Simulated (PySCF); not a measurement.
# Correlation energy of Ca (calcium, neutral)

[Ar] 3d1 4s1, high-spin 3D determinant (an excited configuration). All numbers are calculated (PySCF 2.14, scalar relativity by spin-free X2C-1e, in ANO-RCC-VTZP). Frozen: [Ne]; 10 electrons correlated.

```csv
level,correlation energy (mhartree)
CCSD,-250.34
(T),-5.11
CCSD(T),-255.45
```

Diagnostics: T1 = 0.0099, D1 = 0.0398, largest double amplitude 0.035.

Cost of the coupled-cluster step: of the order of 1 core-seconds, for 10 correlated electrons.

Iterations:

```
CC2 = 0
CCSD nocc = (np.int64(6), np.int64(4)), nmo = (33, 33)
frozen orbitals [[0, 1, 2, 3, 4], [0, 1, 2, 3, 4]]
max_cycle = 100
direct = 0
conv_tol = 1e-08
conv_tol_normt = 1e-06
diis_space = 8
diis_start_cycle = 0
Init t2, MP2 energy = -0.231680453327536
Init E_corr(UCCSD) = -0.231680453334972
cycle = 1  E_corr(UCCSD) = -0.246476834397453  dE = -0.0147963811  norm(t1,t2) = 0.0365967
cycle = 2  E_corr(UCCSD) = -0.249440854752452  dE = -0.00296402035  norm(t1,t2) = 0.0111981
cycle = 3  E_corr(UCCSD) = -0.250492619711561  dE = -0.00105176496  norm(t1,t2) = 0.00500264
cycle = 4  E_corr(UCCSD) = -0.250350937072516  dE = 0.000141682639  norm(t1,t2) = 0.000641717
cycle = 5  E_corr(UCCSD) = -0.250331992928605  dE = 1.89441439e-05  norm(t1,t2) = 0.000208034
cycle = 6  E_corr(UCCSD) = -0.250337228677531  dE = -5.23574893e-06  norm(t1,t2) = 5.57186e-05
cycle = 7  E_corr(UCCSD) = -0.250337002347522  dE = 2.2633001e-07  norm(t1,t2) = 1.50427e-05
cycle = 8  E_corr(UCCSD) = -0.25033696260828  dE = 3.97392419e-08  norm(t1,t2) = 3.01022e-06
cycle = 9  E_corr(UCCSD) = -0.250336987637827  dE = -2.50295471e-08  norm(t1,t2) = 1.43592e-06
cycle = 10  E_corr(UCCSD) = -0.250336984858628  dE = 2.77919932e-09  norm(t1,t2) = 5.42174e-07
UCCSD converged
E(UCCSD) = -679.774644875625  E_corr = -0.2503369848586279
UCCSD(T) correction = -0.00510561143316962
```
